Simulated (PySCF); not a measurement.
C4H2BrF, SMILES C(=C(\Br)F)/C#C. The structure is a stationary point at PBE0-D3(BJ)/def2-SVP. The structure was generated by enumeration; whether it is a known compound was not checked.

These are PBE0-D3(BJ)/def2-SVP (PySCF) values and carry that method's errors.

Harmonic wavenumbers (cm⁻¹): 125, 127, 285, 358, 429, 437, 583, 663, 718, 827, 839, 1033, 1123, 1351, 1729, 2236, 3224, 3489. Rotational constants (GHz): 8.813, 1.017, 0.9122; symmetry number 1.

**Question.** Work out the zero-point energy and the ideal-gas rigid-rotor harmonic-oscillator thermochemistry at 298.15 K and 1 atm.

**Answer.** ZPE = ½ Σ hcν = ½ × 19576 cm⁻¹ = 27.99 kcal/mol. H − E(el) = 32.45 kcal/mol. Entropy in cal/(mol K): translation 40.91, rotation 28.07, vibration 12.00, total 80.97. G − E(el) = 8.30 kcal/mol. Cp = 22.59 cal/(mol K). Modes under 150 cm⁻¹ make the vibrational entropy uncertain.
